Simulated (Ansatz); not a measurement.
Cost and result for the atomization energy of `[C]#C[Si](F)(F)F` radical (6 atoms, 5 bonds).

Cartesian coordinates in Å:
```
C 1.527 -0.992 1.682
C 0.782 -0.508 0.861
Si -0.324 0.211 -0.357
F 0.286 1.532 -0.939
F -1.710 0.548 0.293
F -0.561 -0.790 -1.540
```

The species carries charge 0 and has multiplicity 2. All single points use the PBE0-D4/def2-TZVP geometry. Program: Ansatz. All runs use 4 threads of a server CPU on a shared host. Times are those of one run each, without the atoms' runs, and a repeat can differ threefold. Electronic energies, without spin–orbit coupling; frozen cores. CCSD(T)/CBS adds CCSD(T) − MP2 in def2-TZVPP to the MP2 limit, and its time is that of the two runs behind it. T1 = 0.038; ⟨S²⟩ of the reference is 1.18. B3LYP takes the VWN-RPA correlation (the form of Gaussian; ORCA's B3LYP/G).

CCSD(T)/CBS is a level of theory with its own doubt, some kJ/mol a heavy atom from the limit and from the frozen cores, so smaller differences don't rank the functionals.

```tsv
level	functions	wall time
PBE-D4/def2-TZVPP (with forces)	197	3.9 s
PBE0-D4/def2-TZVPP	197	4.2 s
BLYP-D4/def2-TZVPP	197	4.3 s
B3LYP-D4/def2-TZVPP (with forces)	197	5.5 s
PBE-QIDH/def2-TZVPP	197	6 s
r2SCANh-D4/def2-TZVPP	197	6.5 s
B97M-V/def2-TZVPP	197	10 s
CCSD(T)/def2-SVP	88	13 s
ωB97X-V/def2-TZVPP	197	23 s
ωB97M-V/def2-TZVPP (with forces)	197	30 s
MP2/def2-QZVPP	355	110 s
CCSD(T)/def2-TZVPP	197	3.5 min
CCSD(T)/CBS(def2)	–	5.4 min
```

Task: What atomization energy does each give, and how far from CCSD(T)/CBS? (Estimate.)

Result: The calculation gave: 
```tsv
level	atomization (kJ/mol)	difference from CCSD(T)/CBS	per bond
PBE-D4/def2-TZVPP (with forces)	2875.9	74.1	14.8
PBE0-D4/def2-TZVPP	2775.8	-26.0	-5.2
BLYP-D4/def2-TZVPP	2793.3	-8.5	-1.7
B3LYP-D4/def2-TZVPP (with forces)	2758.3	-43.5	-8.7
PBE-QIDH/def2-TZVPP	2767.8	-34.0	-6.8
r2SCANh-D4/def2-TZVPP	2777.9	-23.9	-4.8
B97M-V/def2-TZVPP	2793.3	-8.5	-1.7
CCSD(T)/def2-SVP	2569.2	-232.6	-46.5
ωB97X-V/def2-TZVPP	2771.6	-30.2	-6.0
ωB97M-V/def2-TZVPP (with forces)	2782.0	-19.8	-4.0
MP2/def2-QZVPP	2869.5	67.7	13.6
CCSD(T)/def2-TZVPP	2712.1	-89.7	-17.9
CCSD(T)/CBS(def2)	2801.8	0.0	0.0
```

From r2SCAN to r2SCAN0 (25 % exact exchange), in def2-TZVPP and without D4, the atomization energy moves by −92.3 kJ/mol: exact exchange takes away binding that semilocal exchange gives to molecules. The D4 term adds +22.9 kJ/mol with B3LYP and +11.8 kJ/mol with PBE0; it sums over pairs of atoms, weighted by their polarisabilities, and B3LYP, whose exchange is more repulsive, gets the larger term. In def2-TZVPP, CCSD(T) changes the Hartree–Fock value by +669.3 kJ/mol (the triples alone add +60.5 kJ/mol) and MP2 by +770.8 kJ/mol; breaking electron pairs costs correlation energy, which Hartree–Fock lacks.
